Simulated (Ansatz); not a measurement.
Geometry optimisation, RHF/def2-SVP in Ansatz.

input.yaml

```yaml
crystal:
  periodic: [false, false, false]
  atoms:
    - { symbol: B, position_ang: [-0.004511, 0.265066, -0.02913] }
    - { symbol: H, position_ang: [0.001076, 0.358712, 1.163251] }
    - { symbol: H, position_ang: [1.032815, 0.279634, -0.624969] }
    - { symbol: H, position_ang: [-1.048274, 0.18533, -0.609149] }
    - { symbol: Br, position_ang: [0.103525, -2.762325, 1.132916] }
    - { symbol: H, position_ang: [0.051368, -1.411717, 1.756281] }
basis:
  gaussian: { orbitals: def2-SVP }
hamiltonian:
  xc: hf
relax:
  f_tol: 0.03
  max_steps: 50
```

Command:

```bash
$ ansatz run input.yaml --threads 1 --pin off --max-ram 2048MiB --backend cpu --events-out ev --progress --plain --runs-dir out
```

**Question.** Where does it end, and by what steps?

**Answer.** The run converged. The force dipped under the threshold on the way, but the program's further checks kept it going. After 13 steps the energy has fallen by 0.217 eV; H6 moved furthest, 1.07 Å.

| step | energy less start (eV) | largest force component (eV/Å) | accepted |
| --- | --- | --- | --- |
| 0 | 0.0000 | 1.898 | yes |
| 1 | -0.1538 | 0.201 | yes |
| 2 | -0.1803 | 0.282 | yes |
| 3 | -0.1928 | 0.161 | yes |
| 4 | -0.2017 | 0.186 | yes |
| 5 | -0.2096 | 0.144 | yes |
| 6 | -0.2139 | 0.025 | yes |
| 7 | -0.1560 | 1.592 | no |
| 8 | -0.2151 | 0.039 | yes |
| 9 | -0.2169 | 0.010 | yes |
| 10 | -0.2127 | 0.424 | no |
| 11 | -0.2169 | 0.130 | no |
| 12 | -0.2171 | 0.053 | yes |
| 13 | -0.2174 | 0.010 | yes |

```xyz
6
Properties=species:S:1:pos:R:3
B -0.012 0.472 -0.169
H -0.018 0.847 0.969
H 1.027 0.343 -0.750
H -1.047 0.270 -0.737
Br 0.109 -2.748 1.077
H 0.078 -2.268 2.400
```

Whether the end is a true minimum wasn't checked by a vibrational analysis.

Time of the run: 11 s on 1 thread of Arm Neoverse V2, with other jobs on the host, peak memory 0.11 GiB.
